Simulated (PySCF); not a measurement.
# Ionisation energy of Be⁺ by level of theory

Be⁺ [He] 2s1 (2S) → Be²⁺ 1s2 (1S), as a difference of total energies. Computed with PySCF 2.14 in aug-cc-pCVTZ-DK with one added diffuse shell each of s, p, d, f type (8s7p5d3f, 75 functions), with scalar relativity by spin-free X2C-1e. Correlated levels: valence and next inner shell: nothing frozen. The calculations carry no spin-orbit coupling.

```csv
method,ionisation energy (eV),error (eV)
UHF,18.129,-0.082
LDA,18.254,+0.043
PBE,18.494,+0.283
PBE0,18.455,+0.244
r2SCAN,18.188,-0.023
HSE06,18.449,+0.238
M06-L,17.678,-0.533
LC-wPBE,18.532,+0.321
TPSS,18.386,+0.175
MP2 (valence and next inner shell),18.187,-0.024
SCS-MP2 (valence and next inner shell),18.181,-0.030
```

Reference: 18.211 eV (measured; NIST Atomic Spectra Database, ionization energies).

Errors of the correlated levels include the incompleteness of this basis.
